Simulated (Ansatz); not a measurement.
Reaction (atomization): `C1[SiH2]O[SiH2]1` → C• + 6 H• + O• + 2 Si•

Program: Ansatz. Geometries: PBE0-D4/def2-TZVP. ΔE: electronic, gas phase. CCSD(T)/CBS adds triple-zeta CCSD(T) − MP2 to the extrapolated MP2 energy (def2 sets, frozen cores). This one scheme is used for every species, atoms too. Functionals use def2-TZVPP. B3LYP here is the variant with VWN-RPA as its local correlation; programs differ in this. Open shells (•) are unrestricted, without spin–orbit coupling. Spin–orbit coupling would lower the free atoms: a little for C, O, Si.

Question: What is ΔE at CCSD(T)/CBS? (Best estimate.)

Answer: Ansatz gave: +37.67 eV.

Question: What do these levels give: PBE-QIDH, PBE, B3LYP, r2SCANh, CAM-B3LYP, HF/def2-QZVPP? (Estimate.)

Answer: Computed: PBE-QIDH 37.26, PBE 37.34, B3LYP 37.02, r2SCANh 37.38, CAM-B3LYP 37.45, HF/def2-QZVPP 28.25 eV.

Largest T1 diagnostic among the species: 0.012.

Leaving LDA and LC-ωPBE aside and taking each functional with its dispersion term where it has one, the values, not all of them listed here, spread over 1.07 eV, from BHLYP-D4 to ωB97X-V. LDA lies +4.71 eV from PBE without D4, its usual overbinding. At CCSD(T), def2-SVP lies −2.79 eV from the extrapolated value and def2-TZVPP −1.03 eV: correlation converges slowly with the basis, and small sets miss more of it in the bonded molecule than in its fragments.

For atomizations the MP2-based limit and the directly extrapolated one differ by several kJ/mol either way, and by 10 to 25 for some Ge, Se and Sn compounds, so smaller differences from it don't rank the levels.
